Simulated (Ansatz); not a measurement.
(1) Predict a relaxed structure of Ga₃Cl₆⁺, charge 1, singlet, at PBE-D4/def2-SVP (Ansatz).

Results:

(1) 
```xyz
9

Ga    0.0654   -1.7494   -0.4335
Ga   -0.5614    0.8223    1.2787
Ga    0.5063    1.8079   -0.7044
Cl   -1.4120    1.4788    3.0962
Cl    0.1557   -3.7786   -0.9735
Cl    1.2310    3.3759   -1.9120
Cl    1.0159   -0.9929    1.5322
Cl    0.9505   -0.2336   -1.9331
Cl   -1.9515   -0.7305    0.0495
```
Point group Cs (tolerance 0.1 Å). This is one stationary point.

The structure comes from a short search, and lower isomers may exist.
